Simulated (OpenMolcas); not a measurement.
## Ions of charge +4 along the 4d row with 6 fluoride ligands in octahedral coordination

```
Program             : OpenMolcas 26.06
Method              : SS-CASPT2, IPEA 0.25 Eh, imaginary shift 0.1 Eh
Spin-orbit coupling : state interaction with AMFI integrals over the reference wave functions
```

The d shell is active; CASPT2 correlates the ligand valence shells and the outer metal core. Anionic complexes are neutralised by point charges behind the ligands. Distances were set from a Shannon-type radius of the metal (high-spin where two are listed) plus a fixed donor radius (F 1.31 Å). Ligand basis ANO-RCC-VDZP, DKH2 Hamiltonian. States (labels of O, the rotations of Oh). Energies in cm-1 above the lowest state or level, χT in cm3 K/mol; under a threefold ground state the first gap can be a small split of the lowest multiplet, not the spin-orbit step; 10Dq and B are least-squares fits to the states below 45000 cm-1, weighted by degeneracy, with a free offset, and given where the rms deviation is under 5 % of |10Dq| (or 100 cm-1) and under 700 cm-1. Spin-only χT is S(S+1) / 2 for the spin of the ground state.

| Ion | Shell | R (Å) | Metal basis | Outer charge (e at Å behind ligand) | Ground state | First state of that spin | 10Dq | B (rms of fit) | First gap with spin-orbit (degeneracies) | χT at 300 K | First state of another spin | Spin-only χT |
| --- | --- | --- | --- | --- | --- | --- | --- | --- | --- | --- | --- | --- |
| Nb4+ | 4d1 | 1.99 | ANO-RCC-VDZP | 0.33 at 3.2 | 2T2 | 2E 31210 | 31205 |  | 1000 (4, 2) | 0.149 |  | 0.375 |
| Mo4+ | 4d2 | 1.96 | ANO-RCC-VTZP | 0.33 at 2.8 | 3T1 | 3T2 29810 | 30574 | 574 (285) | 31 (2, 3) | 0.379 | 1T2 7740 | 1.000 |
| Tc4+ | 4d3 | 1.96 | ANO-RCC-VDZP | 0.33 at 2.6 | 4A2 | 4T2 30220 |  |  | 11760 (4, 4) | 1.763 | 2E 11820 | 1.875 |
| Ru4+ | 4d4 | 1.93 | ANO-RCC-VTZP | 0.33 at 3.2 | 3T1 | 3E 25070 |  |  | 810 (1, 3) | 0.998 | 1T2 6570 | 1.000 |
| Rh4+ | 4d5 | 1.91 | ANO-RCC-VTZP | 0.33 at 2.6 | 2T2 | 23560 | 27723 | 517 (654) | 2320 (2, 4) | 0.547 | 2S+1 = 4: 18560 | 0.375 |
| Pd4+ | 4d6 | 1.93 | ANO-RCC-VDZP | 0.33 at 2.6 | 1A1 | 23350 |  |  | 19390 (1, 2) | 0.017 | 2S+1 = 3: 20080 | 0.000 |

The rows also differ in their metal basis and outer charges, so part of each step comes from that.

Among the 3 ions with a close fit, |10Dq| is smallest for Rh4+ (27723 cm-1) and largest for Nb4+ (31205 cm-1). The error differs from ion to ion, so this order need not be the real one.

B goes from 574 cm-1 (Mo4+) to 517 cm-1 (Rh4+).

Below the highest spin of the shell: Ru4+, Rh4+, Pd4+. χT departs most from the spin-only value for Mo4+, by -0.621 cm3 K/mol.

Roots that are degenerate in the reference are averaged as groups; the widest CASPT2 spread within a group is 800 cm-1 (the 2-fold group of multiplicity 1 near 75500 cm-1 above the lowest state of its run, Pd4+). Shifts and gaps below about the spread of the groups concerned are not significant. Over all roots computed the reference weight is 0.71 to 0.72 in Nb4+, 0.70 to 0.71 in Mo4+, 0.69 to 0.70 in Tc4+, 0.66 to 0.69 in Ru4+, 0.66 to 0.69 in Rh4+, 0.61 to 0.67 in Pd4+; the roots of lowest weight are the least certain, and an intruder state may touch them. Ligand-to-metal charge-transfer states are missing. With one d shell and no ligand orbital active, 10Dq can be off by a tenth or more. An orbital triplet at a regular site is open to Jahn-Teller coupling, which can distort the site and quench the lowest spin-orbit gaps and is left out (holds for Nb4+; Mo4+; Ru4+; Rh4+). The least metal-like active orbital is 78 % on the metal (Löwdin) and no ligand orbital is active, so the numbers are rough (holds for Nb4+). The least metal-like active orbital is 79 % on the metal (Löwdin) and no ligand orbital is active, so the numbers are rough (holds for Mo4+). With no ligand orbital active B as a rule stays too high, so bands that hang on it stand too high and its fall with covalency is understated (holds for Mo4+; Tc4+; Ru4+; Rh4+; Pd4+). The least metal-like active orbital is 77 % on the metal (Löwdin) and no ligand orbital is active, so the numbers are rough (holds for Tc4+). This shell can be high or low spin here, a state of another spin lies low, and with metal d orbitals alone active their balance is uncertain, so the ground spin may be wrong, although the usual error favours high spin (holds for Ru4+). The least metal-like active orbital is 76 % on the metal (Löwdin) and no ligand orbital is active, so the numbers are rough (holds for Ru4+). The least metal-like active orbital is 72 % on the metal (Löwdin) and no ligand orbital is active, so the numbers are rough (holds for Rh4+). The least metal-like active orbital is 65 % on the metal (Löwdin) and no ligand orbital is active, so the numbers are rough, and ground spin, moment and any spin crossover can be artefacts of this space; highly charged d ions in such sites are as a rule low spin (holds for Pd4+). No measured value stands beside these numbers; the geometry was imposed, not optimised, and the real ion may take another.

A state without a sure symmetry label is named by its multiplicity alone.
